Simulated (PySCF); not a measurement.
# Vertical excitation energies

Compound: Ta(NSiMe3)Cl3, C3H9Cl3NSiTa (singlet state).
SMILES: `C[Si](C)(C)[N]=[Ta]([Cl])([Cl])[Cl]`

Level of theory: TDDFT wB97X-D/def2-SVPD, vertical, gas phase, core orbitals frozen in the response, def2 core potentials past Kr in PySCF 2.14.0, density-fitted response routines. Geometry: PBE0-D3(BJ)/def2-SVP; no solvent, vibrations or thermal averaging. Spin–orbit coupling is left out.

List the vertical singlet excitations with oscillator strengths and describe the spectrum.

```json
{"state": "S1", "E (eV)": "4.52", "E (hartree)": "0.1660", "f": "0.0000", "main configurations (H = HOMO, L = LUMO)": "H-1→L (45%), H→L+1 (38%)"}
{"state": "S2", "E (eV)": "4.68", "E (hartree)": "0.1721", "f": "0.0052", "main configurations (H = HOMO, L = LUMO)": "H→L (59%), H-1→L+1 (18%), H-3/H-2→L (≥8%)"}
{"state": "S3", "E (eV)": "4.69", "E (hartree)": "0.1723", "f": "0.0041", "main configurations (H = HOMO, L = LUMO)": "H→L+1 (42%), H-1→L (36%)"}
{"state": "S4", "E (eV)": "4.77", "E (hartree)": "0.1753", "f": "0.018", "main configurations (H = HOMO, L = LUMO)": "H-1→L+1 (63%), H→L (20%)"}
{"state": "S5", "E (eV)": "5.80", "E (hartree)": "0.2133", "f": "0.0000", "main configurations (H = HOMO, L = LUMO)": "H→L+3 (39%), H-1→L+4 (23%)"}
{"state": "S6", "E (eV)": "5.99", "E (hartree)": "0.2201", "f": "0.0022", "main configurations (H = HOMO, L = LUMO)": "H-1→L+3 (20%), H→L+4 (18%), H→L+3 (15%)"}
{"state": "S7", "E (eV)": "5.99", "E (hartree)": "0.2203", "f": "0.0027", "main configurations (H = HOMO, L = LUMO)": "H-1→L+4 (22%), H→L+3 (19%), H-1→L+3 (18%)"}
{"state": "S8", "E (eV)": "6.19", "E (hartree)": "0.2274", "f": "0.023", "main configurations (H = HOMO, L = LUMO)": "H-4→L (70%)"}
{"state": "S9", "E (eV)": "6.21", "E (hartree)": "0.2280", "f": "0.018", "main configurations (H = HOMO, L = LUMO)": "H-4→L+1 (66%), H→L+2 (15%)"}
```

Triplets (Tamm–Dancoff): T1 4.32 eV, H→L (46%), H-1→L+1 (25%); T2 4.41 eV, H-1→L+1 (37%), H→L (23%), H-1→L (14%); T3 4.42 eV, H-1→L (42%), H→L+1 (18%), H-1→L+1 (13%); T4 4.45 eV, H→L+1 (58%), H-1→L (25%), H-3/H-2→L+1 (≥8%).

The lowest singlet comes at 274 nm (436 kJ/mol) in the ultraviolet; it is dark (f under 0.0005); its leading configuration is HOMO-1→LUMO (45%). The strongest level in the table is S8 at 6.19 eV (200 nm, f = 0.023). S2/S3 and S6/S7 lie within about 0.01 eV of each other in each set. For S1 the Löwdin share of tantalum is 11% in HOMO-1 and 65% in LUMO (ligand-to-metal charge transfer by this measure). The listed states span 1.69 eV, and the widest gap between neighbours is 1.03 eV (S4 to S5). Orbital energies (eV): HOMO-3 -11.15, HOMO-2 -11.15, HOMO-1 -10.00, HOMO -9.98, LUMO -0.64, LUMO+1 -0.62, LUMO+2 0.90. No computed singlet lies in the visible range (380 to 750 nm); the lowest, at 274 nm, stands 1.26 eV above its violet end (3.26 eV). Orbitals of the list HOMO-3 to LUMO+2 that lie within 0.01 eV of each other are written together with a slash and their weights summed (≥ marks a lower bound); for degenerate orbitals outside that list single weights are arbitrary. Singlets were solved by full linear response, triplets in the Tamm–Dancoff approximation. The highest level found (6.26 eV, f 0.0001 so far) is left out, since the window may have cut off a degenerate partner.
